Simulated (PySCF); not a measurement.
Isomers of H6B2N2. Gas-phase values, no solvent. One relaxed conformer stands for each flexible species; it need not be the lowest. Strings in code marks are SMILES.

Method: r2SCAN-D4/def2-TZVP (PySCF 2.14.0). All candidates: neutral, multiplicity 1. Excitations are Tamm–Dancoff values on a coarser integration grid. The basis has no diffuse functions, so Rydberg states are missing or too high.

```
Item                   Result
-------------------  --------
HOMO                 -6.84 eV
T1 excitation (TDA)   5.39 eV
S1 excitation (TDA)   6.63 eV
```

Q: Say which member has these values.
A. `BNBN` (B–N–B–N torsion 180°)
B. `BB(N)N`
C. `NBBN` (N–B–B–N torsion 73°)

A: A, `BNBN` (B–N–B–N torsion 180°). The others give `BB(N)N`: -5.86 eV, 3.17 eV, 3.97 eV; `NBBN` (N–B–B–N torsion 73°): -6.29 eV, 4.94 eV, 5.89 eV
